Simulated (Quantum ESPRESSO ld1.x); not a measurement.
Problem. Cd3+, configuration [Kr] 4d9. All-electron calculation, non-relativistic Kohn-Sham, PBE, spin-unpolarised, spherical densities, point nucleus; relativity is left out, which matters for an element this heavy. Program: ld1.x of Quantum ESPRESSO 7.5. Some entries of the table are withheld. Estimate them.

orbital  occ.  eigenvalue (eV)  <1/r> (bohr^-1)  <r> (bohr)
1s          2         -25684.8            47.48     0.03171
2s          2              (1)              (2)      0.1373
2p          6         -3510.09            10.82      0.1173
3s          2         -727.375            3.867      0.3712
3p          6         -624.803            3.786      0.3627
3d         10         -435.020            3.637      0.3345
4s          2         -133.057            1.513      0.9055
4p          6              (3)            1.402      0.9650
4d          9         -46.3767            1.117       1.188

Solution. 
(1) 2s eigenvalue (eV): -3762.62
(2) 2s <1/r> (bohr^-1): 10.82
(3) 4p eigenvalue (eV): -100.038
